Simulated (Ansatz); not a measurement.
Cl₂H₂NOTa (`[NH2][Ta](=[O])([Cl])[Cl]`), relaxed with RKS PBE-D4/def2-SVP in the Gaussian-basis code of Ansatz from a rough embedded geometry. The force threshold is 0.03 eV/Å; the program also tests the step.

The species carries charge 0 and has multiplicity 1. Ta takes the def2 core potential.

Start:

```xyz
7

N     0.023    1.047    1.076
Ta   -0.193   -0.224   -0.662
O    -1.233    0.696   -1.933
Cl    1.982   -0.738   -1.667
Cl   -1.333   -2.387   -0.034
H     1.080    1.134    1.288
H    -0.326    0.471    1.932
```

Task: By how much does the energy fall, and how many steps does the optimiser take? (Estimate.)

Result: Computed: 46.50 kcal/mol, in 12 steps.

Task: Which bonds change most? (An estimate is asked.)

Result: The calculation gave: N1–Ta2 from 2.164 to 1.962 Å; Ta2–Cl5 from 2.524 to 2.330 Å; Ta2–O3 from 1.883 to 1.728 Å; Ta2–Cl4 from 2.451 to 2.330 Å.

Task: Give the relaxed structure. (An estimate is asked.)

Result: The calculation gave: 
```xyz
7

N     0.156    0.685    1.017
Ta   -0.139   -0.355   -0.621
O    -1.326    0.589   -1.448
Cl    1.822   -0.448   -1.874
Cl   -1.015   -2.448   -0.092
H     0.813    0.413    1.760
H    -0.312    1.565    1.258
```
